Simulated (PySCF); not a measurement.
Species: cycloheptatriene, C7H8.
Cartesian coordinates in Å at the PBE0-D3(BJ)/def2-SVP level; atoms count from 1:
```xyz
15
C7H8 angstrom
C      1.1929   -1.0222   -0.1262
C      1.4780    0.3115   -0.2038
C      0.5873    1.3831    0.1682
C     -0.7601    1.3421    0.0671
C     -1.4570    0.2141   -0.6325
C     -1.2639   -1.0146    0.2046
C     -0.0480   -1.5895    0.3412
H      2.0190   -1.7200   -0.2998
H      2.5124    0.5881   -0.4337
H      1.0519    2.2830    0.5857
H     -1.3572    2.1552    0.4925
H     -2.5221    0.4330   -0.7845
H     -0.9953    0.0575   -1.6254
H     -2.1301   -1.4609    0.7036
H      0.0195   -2.5482    0.8669
```

The closed-shell ground state was solved at several levels (PySCF, density fitting, gas phase, non-relativistic).

```csv
level,basis functions,total energy (Eh),HOMO (eV),LUMO (eV),gap (eV),dipole (D)
CAM-B3LYP/def2-SVPD,204,-271.1613,-7.61,0.04,7.65,0.34
PBE0/6-31+G*,142,-271.1825,-6.34,-0.97,5.37,0.35
PBE0/def2-TZVP,265,-271.2707,-6.38,-1.01,5.37,0.35
PBE0/def2-SVP,138,-270.9866,-6.33,-0.90,5.43,0.32
LC-wPBE/def2-SVPD,204,-271.1307,-8.87,1.09,9.96,0.34
B3LYP/def2-SVPD,204,-271.3313,-6.22,-1.24,4.98,0.33
PBE0/6-31G*,114,-271.1723,-6.08,-0.60,5.48,0.31
HF/def2-SVPD,204,-269.4919,-8.29,2.56,10.85,0.40
B3LYP/pcJ-1,269,-271.5279,-6.18,-1.16,5.02,0.33
PBE/def2-SVPD,204,-270.9655,-5.48,-1.95,3.53,0.33
PBE0/pcSseg-1,159,-271.1442,-6.41,-1.01,5.40,0.34
LDA/def2-SVPD,204,-268.8139,-5.67,-2.18,3.49,0.34
```

(1) Estimate the row for wB97X-D/def2-SVPD, a basis of 204 functions; the other rows only guide the guess.

(2) Over all these levels, which gives the widest orbital gap and which the narrowest?

(3) How much does the basis alone move the frontier levels among the 5 PBE0 rows?

(4) In the def2-SVPD basis, how does the gap go with the fixed share of exact exchange?

(5) How far do the dipole and the HOMO energy spread over the levels?

## Answers

(1) Total energy -271.2274 Eh, HOMO -8.15 eV, LUMO 0.69 eV, gap 8.84 eV, dipole 0.35 D.

(2) HF/def2-SVPD (Hartree–Fock, all exact exchange) has the widest, 10.85 eV, and LDA/def2-SVPD (LDA) the narrowest, 3.49 eV. The two share the basis. From the narrowest to the widest the HOMO moves by -2.62 eV and the LUMO by +4.74 eV. The HOMO need not be the same orbital at Hartree–Fock and at DFT levels.

(3) The HOMO by 0.33 eV and the LUMO by 0.41 eV. By rising basis size (HOMO, LUMO in eV): 6-31G* -6.08, -0.60; def2-SVP -6.33, -0.90; 6-31+G* -6.34, -0.97; pcSseg-1 -6.41, -1.01; def2-TZVP -6.38, -1.01.

(4) LDA (0 %) 3.49 eV; PBE (0 %) 3.53 eV; B3LYP (20 %) 4.98 eV; HF (100 %) 10.85 eV. Each rise in the share widens the gap here.

(5) The dipole runs from 0.31 to 0.40 D (mean 0.34 D) and the HOMO from -8.87 to -5.48 eV.

One conformer stands for the species.

The pairwise dispersion term of wB97X-D wasn't added to the energies; at a given geometry it leaves orbitals and properties as they are.
